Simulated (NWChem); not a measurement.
System: GaHBrF; SMILES [F][GaH][Br]

The following NWChem deck was run.

```
start job
memory heap 200 mb stack 900 mb global 1100 mb
geometry units angstroms noautosym nocenter noautoz
  Ga    -0.360231    -0.911377     0.000000
  H     -1.775369    -1.536200     0.000000
  F      1.049161    -1.943423     0.000000
  Br     0.113707     1.308266     0.000000
end
basis spherical
  * library def2-tzvp
end
dft
  xc pbe0
  iterations 150
end
property
  efieldgrad
end
task dft property
```

Structure relaxed at the PBE0/def2-SVP level.

Vzz is the largest principal value of the second derivative of the potential at the nucleus (NWChem prints the opposite sign); η is the asymmetry. Non-relativistic.

Atoms are numbered as in the input.

Predict the main results of this run. (PBE0/def2-TZVP.) Quantities: Vzz Ga1 (a.u.); η Ga1; Vzz Br4 (a.u.); η Br4.


- Vzz Ga1 (a.u.): 2.733
- η Ga1: 0.49
- Vzz Br4 (a.u.): 3.767
- η Br4: 0.31
